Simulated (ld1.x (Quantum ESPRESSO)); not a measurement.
# PBE TM dataset for Ir (Z = 77), scalar-relativistic all-electron reference.

* Element: Ir (Z = 77)
* Generator: ld1.x (Quantum ESPRESSO) 7.5
* Type: norm-conserving Troullier–Martins (Kleinman–Bylander form)
* Functional: PBE
* Relativity: scalar-relativistic
* Frozen core: [Xe]
* Valence charge: 23
* Reference configuration: 4f14 5d7 6s2 6p0
* Partial waves: 6s (bound): rc 1.00 bohr; 6p (bound, empty): rc 2.80 bohr; 4f (bound): rc 0.65 bohr; 5d (bound): rc 2.10 bohr
* Local potential: the d channel
* Core correction: none

All-electron outer shells of the reference configuration (PBE, scalar-relativistic, ld1.x):

| shell | level (eV) | outermost node (bohr) | outermost maximum (bohr) |
| --- | --- | --- | --- |
| 5s | -97.99 | 0.50 | 0.89 |
| 4f | -62.19 | – | 0.39 |
| 5p | -54.70 | 0.54 | 1.01 |
| 5d | -7.15 | 0.59 | 1.29 |
| 6s | -6.33 | 1.17 | 2.38 |
| 6p | -1.22 | 1.39 | 3.47 |

Does the generator finish with these settings?

No. ld1.x (Quantum ESPRESSO) 7.5 stopped with "run_pseudo: Errors in PS-KS equation": the pseudo-atom solver did not find the valence states with the expected number of nodes, which is the usual sign of a ghost state. The 6s radius of 1.00 bohr lies inside the outermost node of the all-electron wave at 1.17 bohr. Before that it printed "Warning: n=1, l=0 expected 0 nodes, found 1".
